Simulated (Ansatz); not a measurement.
# Correcting a cheap level on molecular compounds of Al

The atomisation energy (no zero-point term) in kJ/mol of 7 molecular compounds of Al: x at wB97M-V/def2-TZVPP, y at CCSD(T)/CBS estimate. Shapes, held fixed at every level: PBE0-D4/def2-TZVP. Flexible molecules stand in one conformer, not always the lowest. Programs: Ansatz 0.2.0.

| molecule | x (kJ/mol) | y (kJ/mol) |
| --- | --- | --- |
| AlH(NH2)Cl | 1917 | 1913 |
| C2H7AlS (SMILES C[CH2][AlH][SH]) | 3819 | 3807 |
| C2H7AlFN (SMILES C[NH][Al]([CH3])[F]) | 4544 | ? |
| C3H8AlClO (SMILES CC(C)[O][AlH][Cl]) | 5356 | 5348 |
| C3H8AlFO (SMILES CC(C)[O][AlH][F]) | 5509 | 5511 |
| C3H9AlO2 (SMILES C[CH](C)[Al]([OH])[OH]) | 5887 | 5892 |
| C6H15AlO3 (SMILES CC[O][Al]([O]CC)[O]CC) | 10066 | 10052 |

Task: Fit y = c + s·x to the known rows and predict y for C2H7AlFN.

Result: 
1. Means of the 6 rows: x = 5425.67, y = 5420.5.
2. Σ(Δx)² = 36649439, Σ(Δx·Δy) = 36620820, so the slope is 36620820/36649439 = 0.99922.
3. Intercept: 5420.5 − (0.99922) × 5425.67 = -0.9. The largest residual of the fit is 11.
4. C2H7AlFN: -0.9 + 0.99922 × 4544 = 4540 kJ/mol.

CCSD(T)/CBS estimate gives 4540 kJ/mol, so the prediction is off by 0 kJ/mol: they agree to the digits shown. Uncorrected, wB97M-V/def2-TZVPP misses C2H7AlFN by +4 kJ/mol, and the other rows by 8 on average. The line removes about 100 % of this miss, partly by chance. Left out in turn, the other rows are missed by 10 kJ/mol on average, worse than no correction. The CBS estimate extrapolates MP2 from def2-TZVPP and def2-QZVPP and adds CCSD(T) − MP2 in the triple-zeta set, cores frozen.
